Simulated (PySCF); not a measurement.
Mn¹¹⁺ (manganese, charge +11) across methods

[Ne] 3s2 3p2, high-spin 3P determinant. Computed with PySCF 2.14 in an uncontracted even-tempered set (19 s from 0.59 bohr⁻², ratio 2.5; 12 p from 0.76 bohr⁻², ratio 2.5; 5 d from 4.4 bohr⁻², ratio 2.7; 4 f from 6.6 bohr⁻², ratio 2.7), with scalar relativity by spin-free X2C-1e.

```
method  E (hartree)  mean ε 3s α (eV)  mean ε 3s β (eV)  mean ε 3p α (eV)  Σ⟨r²⟩ (bohr²)   ⟨S²⟩
   UHF  -1108.41844           -350.33           -335.65           -312.62          3.170  2.003
revPBE    -1108.962           -331.80           -325.38           -298.64          3.160  2.001
   PBE    -1108.792           -331.74           -325.51           -298.60          3.160  2.001
  PBE0    -1108.837           -336.67           -328.51           -302.38          3.161  2.001
   LDA    -1106.524           -331.24           -325.66           -298.27          3.162  2.000
r2SCAN    -1108.989           -333.73           -325.69           -299.80          3.165  2.002
```

Q: Estimate the same row for BHandHLYP.

A: E (hartree) = -1109.091; mean ε 3s α (eV) = -341.39; mean ε 3s β (eV) = -331.42; mean ε 3p α (eV) = -306.02; Σ⟨r²⟩ (bohr²) = 3.165; ⟨S²⟩ = 2.002.
